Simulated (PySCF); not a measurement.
ClF2H2NSi.

```xyz
7

N      1.3598    -1.3011     0.0000
Si    -0.0447    -0.3390     0.0000
F     -0.9093    -0.6891     1.3230
F     -0.9093    -0.6891    -1.3230
Cl     0.2126     1.7051     0.0000
H      1.9305    -1.3644     0.8456
H      1.9305    -1.3644    -0.8456
```
Charge 0, spin multiplicity 1.

Geometry optimised at PBE-D3(BJ)/def2-SVP. The values are those of a single conformer.

Level of theory: B3LYP/pcSseg-1 (PySCF). Non-relativistic, no solvent.

Task: Give the absolute GIAO shielding of each atom: isotropic value and principal components (ppm). (Estimate from the structure and the level; the computed values follow.)

Result: 
```json
[
 {"atom": "N1", "σ(iso)": "228.8", "σ11": "207.2", "σ22": "218.1", "σ33": "261.2", "span": "54.0"},
 {"atom": "Si2", "σ(iso)": "385.5", "σ11": "360.6", "σ22": "383.4", "σ33": "412.5", "span": "51.9"},
 {"atom": "F3", "σ(iso)": "299.1", "σ11": "247.4", "σ22": "264.5", "σ33": "385.6", "span": "138.2"},
 {"atom": "F4", "σ(iso)": "299.1", "σ11": "247.4", "σ22": "264.5", "σ33": "385.6", "span": "138.2"},
 {"atom": "Cl5", "σ(iso)": "867.3", "σ11": "763.7", "σ22": "782.8", "σ33": "1055.4", "span": "291.7"},
 {"atom": "H6", "σ(iso)": "29.9", "σ11": "23.4", "σ22": "25.8", "σ33": "40.4", "span": "17.0"},
 {"atom": "H7", "σ(iso)": "29.9", "σ11": "23.4", "σ22": "25.8", "σ33": "40.4", "span": "17.0"}
]
```
